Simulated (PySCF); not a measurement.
Al(H)(Cl)(OH) (AlClH₂O), SMILES [OH][AlH][Cl]. Geometry optimised at B3LYP-D3(BJ)/def2-TZVP. The values are those of a single conformer.

Problem. Give the equilibrium geometry at B3LYP-D3(BJ)/def2-TZVP (PySCF confirms it by a frequency run) as bond lengths and angles, and its point group. (The exact figures need the calculation; the answer reports its results.)

Solution. This is not unique; one that fits is point group Cs.
Atoms: Al1 H2 Cl3 O4 H5. Bonded distances (Å): Al1–H2 1.557, Al1–Cl3 2.104, Al1–O4 1.688, O4–H5 0.958. Bond angles (°): H2–Al1–Cl3 121.0, H2–Al1–O4 119.1, Cl3–Al1–O4 119.9, Al1–O4–H5 124.9.
Charge 0, spin multiplicity 1.
